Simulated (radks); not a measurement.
The holmium anion Ho- inside a hard spherical wall (all orbitals vanish at R), configuration held at [Xe] 4f12 6s2 and not refilled when levels cross. All-electron calculation, scalar-relativistic Kohn-Sham, LDA (Slater exchange, VWN5 correlation), spin-unpolarised, spherical densities, finite nucleus; Fermi nuclear charge, rms radius 5.2022 fm. Program: a radial shooting solver on a logarithmic mesh with Libxc functionals. Eigenvalues in eV, with the zero of energy where the potential of the charges vanishes at infinity; a dash marks a level that is unbound or too diffuse for the functional's potential to be trusted. A positive occupied level is held by the wall or, in an anion where self-interaction has pushed it up, behind a barrier. The pressure on the wall is -dE/dV.

R (bohr)  E (hartree)  kinetic (hartree)    e(5s)    e(5p)   e(6s)  e(6p, empty)  e(5d, empty)   e(4f)  pressure (GPa)
12        -12607.0566          13628.290  -42.985  -18.850   0.691             -             -   4.820           0.109
10        -12607.0376          13628.319  -41.861  -17.775   1.324             -             -   5.991           0.322
5         -12606.5686          13629.683  -34.128  -10.476  10.092        16.312        12.723  14.127            36.6
4         -12605.8534          13632.027  -29.239   -5.917  20.183        30.204        19.120  19.664             181
3.5       -12604.9577          13635.126  -24.857   -1.649  31.249        44.538        25.230  24.860             483
3         -12603.0072          13641.898  -17.505    5.989  52.479        70.548        36.016  33.828            1510
2         -12584.3739          13701.201   28.558   59.016  202.55        238.90        106.64  84.556           27500
1.5       -12534.5320          13847.582   130.21   176.95  500.62        555.47        249.75  164.81          199000
